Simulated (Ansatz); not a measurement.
`CC1=CC(C(F)(F)F)=[O+][Ti-]([OH])([F])([F])[O]1`, 19 atoms. The species carries charge 0 and has multiplicity 1. Correlated methods include outer-core shells of Ti, which these sets cover unevenly. Scalar relativity is left out up to krypton. Hardware: A = 11 threads of an AMD EPYC 7R13 on a shared host and a whole NVIDIA H100 80 GB; B = 11 threads of an AMD EPYC 7R13 on a shared host. Correlated methods freeze the cores.

Give the basis size and wall time and peak host memory of each of these runs in Ansatz. RKS ωB97X-V/def2-TZVPP energy [A]; RKS PBE0-D4/def2-SVP energy [B]; RKS PBE0-D4/def2-TZVP relaxation (13 steps) [A]; RKS PBE0-D4/def2-QZVPP energy [A]; RKS B3LYP-D4/def2-TZVPP energy and forces [A]; RKS ωB97M-V/def2-QZVPP energy [A]; RKS PBE-D4/def2-TZVPP energy and forces [A]; RHF-CCSD(T)/def2-SVP energy [A]; RKS ωB97M-V/def2-SVP energy [B]; RKS revPBE-D4/def2-TZVPP energy [A]; RHF-MP2/def2-QZVPP energy [A]; RHF-CCSD(T)/def2-TZVPP energy [A]. (Estimate.)

Ansatz gave: Other jobs shared the machine, so times are rough.

```json
{"level": "RKS revPBE-D4/def2-TZVPP", "job": "energy [A]", "functions": "537", "wall time": "2.5 s", "peak host memory (GiB)": "1.1"}
{"level": "RKS PBE-D4/def2-TZVPP", "job": "energy and forces [A]", "functions": "537", "wall time": "2.9 s", "peak host memory (GiB)": "1.1"}
{"level": "RKS PBE0-D4/def2-SVP", "job": "energy [B]", "functions": "238", "wall time": "3 s", "peak host memory (GiB)": "1.1"}
{"level": "RKS B3LYP-D4/def2-TZVPP", "job": "energy and forces [A]", "functions": "537", "wall time": "3 s", "peak host memory (GiB)": "1.4"}
{"level": "RKS ωB97X-V/def2-TZVPP", "job": "energy [A]", "functions": "537", "wall time": "4 s", "peak host memory (GiB)": "1.3"}
{"level": "RKS PBE0-D4/def2-QZVPP", "job": "energy [A]", "functions": "984", "wall time": "4.4 s", "peak host memory (GiB)": "1.6"}
{"level": "RHF-CCSD(T)/def2-SVP", "job": "energy [A]", "functions": "238", "wall time": "6 s", "peak host memory (GiB)": "0.86"}
{"level": "RHF-MP2/def2-QZVPP", "job": "energy [A]", "functions": "984", "wall time": "6.5 s", "peak host memory (GiB)": "1.8"}
{"level": "RKS ωB97M-V/def2-QZVPP", "job": "energy [A]", "functions": "984", "wall time": "6.5 s", "peak host memory (GiB)": "1.8"}
{"level": "RKS ωB97M-V/def2-SVP", "job": "energy [B]", "functions": "238", "wall time": "9 s", "peak host memory (GiB)": "1.5"}
{"level": "RKS PBE0-D4/def2-TZVP", "job": "relaxation (13 steps) [A]", "functions": "478", "wall time": "24 s", "peak host memory (GiB)": "1.4"}
{"level": "RHF-CCSD(T)/def2-TZVPP", "job": "energy [A]", "functions": "537", "wall time": "94 s", "peak host memory (GiB)": "1.1"}
```

B3LYP here is the variant with VWN-RPA as its local correlation; programs differ in this.
